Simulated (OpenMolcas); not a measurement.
# Ne6+: effect of the active space

```yaml
Program: OpenMolcas 26.06
Method: CASSCF or its RAS form
Basis: ANO-RCC-VQZP
Scalar_Hamiltonian: DKH2, point nucleus
Spin-orbit_coupling: RASSI with atomic mean-field integrals over the reference wave functions, term energies averaged over their components
```

A. 2 electrons in 4 orbitals (2s 2p); 2S+1 = 3 even, 3 roots; 2S+1 = 1 even, 7 roots (6 in the spin-orbit step); 2S+1 = 3 odd, 3 roots; 2S+1 = 1 odd, 3 roots; cost of the order of 7 core-seconds
B. 2 electrons in 8 orbitals (2s 2p 3s 3p); 2S+1 = 3 even, 3 roots; 2S+1 = 1 even, 6 roots; 2S+1 = 3 odd, 3 roots; 2S+1 = 1 odd, 3 roots; cost of the order of 11 core-seconds
C. 2 electrons in 9 orbitals (RAS2 2s 2p; RAS3 3d, at most 2 electrons); 2S+1 = 3 even, 3 roots; 2S+1 = 1 even, 7 roots (6 in the spin-orbit step); 2S+1 = 3 odd, 3 roots; 2S+1 = 1 odd, 3 roots; cost roughly 11 core-seconds

Energies in cm⁻¹ above 2s² ¹S₀, the measured ground level; measured values from NIST levels in Podobedova, Fuhr, Reader and Wiese, J. Phys. Chem. Ref. Data 33, 525 (2004).

```json
{"Level": "2s² ¹S₀", "A": "0.0", "B": "0.0", "C": "0.0", "Measured": "0.0"}
{"Level": "2s 2p ³P°₀", "A": "112183", "B": "112343", "C": "111298", "Measured": ""}
{"Level": "2s 2p ³P°₁", "A": "112656", "B": "112817", "C": "111770", "Measured": ""}
{"Level": "2s 2p ³P°₂", "A": "113616", "B": "113777", "C": "112728", "Measured": ""}
{"Level": "2s 2p ¹P°₁", "A": "227525", "B": "226971", "C": "218499", "Measured": "214952"}
{"Level": "2p² ³P₀", "A": "292156", "B": "292081", "C": "291185", "Measured": ""}
{"Level": "2p² ³P₁", "A": "292629", "B": "292554", "C": "291658", "Measured": ""}
{"Level": "2p² ³P₂", "A": "293564", "B": "293489", "C": "292590", "Measured": ""}
```

Among A to C the level of the table that moves most is 2s 2p ¹P°₁, by 9000 cm-1 (lowest in C, highest in A).

Active for correlation alone: 3p 3s; no level in the range computed is led by a configuration that fills them, so any true level of that kind is missing (holds for B). Active for correlation alone: 3d; no level in the range computed is led by a configuration that fills it, so any true level of that kind is missing (holds for C). Levels of configurations outside the active space are missing. Levels that lie high or do not pair safely by name in every column are left out.

° marks odd parity.
